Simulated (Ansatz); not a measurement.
Consider the formal exchange of groups at the Si–Si bond: `B[SiH](F)[SiH2][SiH3]` + `FBS` → `FB(S)[SiH2][SiH3]` + `B[SiH2]F`.

Gas-phase electronic energies from Ansatz, PBE0-D4/def2-TZVP geometries. CBS: MP2 limit from def2 TZ/QZ plus the TZ coupled-cluster correction, frozen cores. This one scheme is used for every species. Each species was taken in one conformer, which may not be the lowest.

```
                species  CCSD(T)/CBS(def2) energy (Eh)
`B[SiH](F)[SiH2][SiH3]`                     -996.64863
                  `FBS`                     -523.64132
    `FB(S)[SiH2][SiH3]`                    -1104.19650
             `B[SiH2]F`                     -416.08532
```

Question: Work out ΔE.

Answer: ΔE = (-1104.19650) + (-416.08532) − (-996.64863) − (-523.64132) = 0.00813 Eh = +21.3 kJ/mol.

Largest T1 diagnostic among the species: 0.015.

Leaving LDA and LC-ωPBE aside and taking each functional with its dispersion term where it has one, the values, not all of them listed here, spread over 7.1 kJ/mol, from B2PLYP to PBE-D4. At CCSD(T), def2-SVP lies −5.2 kJ/mol from the extrapolated value and def2-TZVPP −1.2 kJ/mol.
